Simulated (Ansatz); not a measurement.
Program: Ansatz. Geometries: PBE0-D4/def2-TZVP. ΔE: electronic, gas phase. CCSD(T)/CBS is the MP2 limit (def2-TZVPP, def2-QZVPP) plus CCSD(T) − MP2 in def2-TZVPP, frozen cores. This one scheme is used for every species. One conformer a species, not always the lowest.

Reaction (ligand exchange at a B–C bond): `CC(S)BO` + CH₃OH → `COBO` + `CCS`

| level | ΔE (kcal/mol) |
| --- | --- |
| MP2/CBS(def2) | -32.4 |
| CCSD/CBS(def2) | -33.4 |

Q: What does CCSD(T)/CBS give? (Estimate.)

A: Ansatz gave: -32.6 kcal/mol. The listed levels differ from it by 0.2, -0.8 kcal/mol.

Largest T1 diagnostic among the species: 0.013.

In def2-TZVPP, CCSD(T) changes the Hartree–Fock value by +5.6 kcal/mol (the triples alone add +0.8 kcal/mol) and MP2 by +5.8 kcal/mol. The D4 term adds +1.7 kcal/mol with B3LYP and +0.9 kcal/mol with PBE0; it sums over pairs of atoms, weighted by their polarisabilities, and B3LYP, whose exchange is more repulsive, gets the larger term.

B3LYP here is the variant with VWN-RPA as its local correlation; programs differ in this.
